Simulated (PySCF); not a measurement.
Two species compared at the same levels of theory.

First species: C6H9OP.
InChI=1S/C6H9OP/c1-3-6-5(2)8(6)4-7/h3,7H,1,4H2,2H3

Second species: C6H7FO.
Numbering: `[CH3:1][C@:2]1([F:3])[CH2:4][CH:5]=[CH:6][C:7]1=[O:8]` (hydrogens: H9, H10, H11 on C1; H12, H13 on C4; H14 on C5; H15 on C6)

Geometry (GFN2-xTB, Å), atoms numbered from 1 in this order:
```
atom  x, y, z in Å
C1     1.8102    0.1317   -0.2052
C2     0.4946   -0.3580    0.3819
F3     0.7784   -1.3147    1.3480
C4    -0.4870   -0.9397   -0.6447
C5    -1.6749   -0.0391   -0.5742
C6    -1.5606    0.9115    0.3530
C7    -0.2737    0.8134    1.0465
O8     0.1507    1.4991    1.9381
H9     1.6177    0.8717   -0.9774
H10    2.4041    0.5866    0.5844
H11    2.3623   -0.7049   -0.6279
H12   -0.0654   -0.9697   -1.6509
H13   -0.7581   -1.9611   -0.3670
H14   -2.5187   -0.1857   -1.2276
H15   -2.2840    1.6670    0.6010
```

Levels: CAM-B3LYP/def2-SVPD for dipole moment, HOMO energy, LUMO energy, HOMO–LUMO gap, static isotropic polarisability and electronic spatial extent ⟨r²⟩ about the centre of nuclear charge; TDDFT CAM-B3LYP/def2-SVPD for lowest singlet excitation; TDA CAM-B3LYP/def2-SVPD for lowest triplet excitation (Tamm–Dancoff); GFN2-xTB for rotational constant A and rotational constant C. Geometries: GFN2-xTB. Each structure is a single optimised conformer of the isolated species, non-relativistic unless stated; the electronic structure was computed with PySCF and density fitting.

Dipoles, sizes and rotational constants follow the conformer. The torsions of the flexible species, by atom-mapped SMILES:
- `[CH2:1]=[CH:2][C:3]1=[C:4]([CH3:5])[P:6]1[CH2:7][OH:8]`: C1–C2–C3–C4 -178°, C4–P6–C7–O8 -103°, H–O8–C7–P6 55°

Task: Which of the two has the higher LUMO energy, and by how much?

Result: The first: -0.17 eV against -0.73 eV, a difference of 0.56 eV.

Task: Which of the two has the higher static isotropic polarisability, and by how much?

Result: The first: 105.6 au against 70.4 au, a difference of 35.2 au.

Task: Which of the two has the higher rotational constant C, and by how much?

Result: The second: 1.673 GHz against 0.893 GHz, a difference of 0.780 GHz.

Task: Which of the two has the higher S1 energy, and by how much?

Result: The first: 4.50 eV against 3.79 eV, a difference of 0.71 eV.

Task: Which has the higher dipole moment?

Result: The second: 4.64 D against 3.13 D, a difference of 1.51 D.

Task: Which has the higher T1 energy?

Result: The second: 3.31 eV against 2.99 eV, a difference of 0.32 eV.

Task: Which of the two has the higher rotational constant A, and by how much?

Result: The second: 2.683 GHz against 2.150 GHz, a difference of 0.533 GHz.

Task: Which of the two has the higher ⟨r²⟩, and by how much?

Result: The first: 1359 bohr² against 815 bohr², a difference of 544 bohr².

On the first: The vertical singlet–triplet gap S1 − T1 is 1.51 eV (TDDFT singlet less Tamm–Dancoff triplet; S1: HOMO→LUMO, weight 0.92; T1: HOMO→LUMO, weight 0.77).

On the second: The polarisability is 10.44 Å³ as a volume (1 au = 0.148185 Å³), or 1.17 au for each of the 60 electrons. The principal polarisabilities are 54.8, 72.3 and 84.2 au; their mean is the isotropic value.
